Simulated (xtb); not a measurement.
F2In, doublet, geometry from GFN2-xTB (such geometries of metal compounds can be far from the true shape) (the spin is typed, not shown lowest). Base run: GFN2-xTB (xtb 6.7.1).

Geometry (Å):
```xyz
3

In     0.2158     0.0858     0.0661
F     -0.7718     1.2094    -1.4506
F     -0.4034    -1.6764     1.0905
```
Charge 0, spin multiplicity 2.
All else is at xtb's defaults.
Base energy -10.76050 Eh.

Variants of this job, named by their change:

```tsv
change	ΔE vs base (mEh)	dipole (D)	G_solv (kcal/mol)	SCF cycles
base	0.000	2.82	-	11
gbsa = acetonitrile	-12.027	2.93	-7.67	10
file = coord	0.000	2.82	-	11
alpb = ch2cl2	-9.360	2.94	-6.01	11
alpb = ether	-8.103	2.91	-5.17	11
acc = 0.0001	0.000	2.82	-	14
```

ALPB and GBSA are two models with their own fitted parameters for each solvent, which aren't always the measured dielectric constant.
